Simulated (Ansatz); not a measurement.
CH3FGeO (`F[CH]1[O][GeH2]1`). The species carries charge 0 and has multiplicity 1.

| atom | x (Å) | y (Å) | z (Å) |
| --- | --- | --- | --- |
| F1 | -0.232 | 0.798 | -1.816 |
| C2 | -0.253 | -0.202 | -0.896 |
| O3 | 0.973 | -0.558 | -0.424 |
| Ge4 | -0.004 | 0.220 | 0.964 |
| H5 | -0.898 | -1.004 | -1.259 |
| H6 | -0.224 | -0.801 | 2.080 |
| H7 | 0.637 | 1.548 | 1.352 |

(1) List the harmonic frequencies (cm⁻¹, unscaled) at PBE0-D4/def2-TZVP in Ansatz. (An estimate is asked.)

(2) Is this a minimum?

(3) Give the ideal-gas thermochemistry at 298.15 K and 1 bar (rigid rotor, harmonic oscillator; point group C1, symmetry number 1).

(4) And at 400, 500, 600, 800 and 1000 K?

(5) Rotational constants (cm⁻¹)?

Results:

(1) Ansatz gave: 237, 389, 411, 550, 598, 643, 682, 840, 1065, 1147, 1182, 1353, 2183, 2212, 3099.

(2) Yes, all 15 modes are real.

(3) Zero-point energy 99.2 kJ/mol; H(298) − E = 114.1 kJ/mol; entropy 299.5 J/(mol·K), of which translation 168.8, rotation 106.3, vibration 24.4; G(298) − E = 24.8 kJ/mol.

(4) 
| T (K) | H − E (kJ/mol) | S (J/mol/K) | G − E (kJ/mol) |
| --- | --- | --- | --- |
| 400 | 122.6 | 324.0 | -7.0 |
| 500 | 132.3 | 345.6 | -40.5 |
| 600 | 142.9 | 365.0 | -76.1 |
| 800 | 166.5 | 398.7 | -152.5 |
| 1000 | 192.1 | 427.3 | -235.2 |

(5) 0.4303, 0.1075, 0.09467.
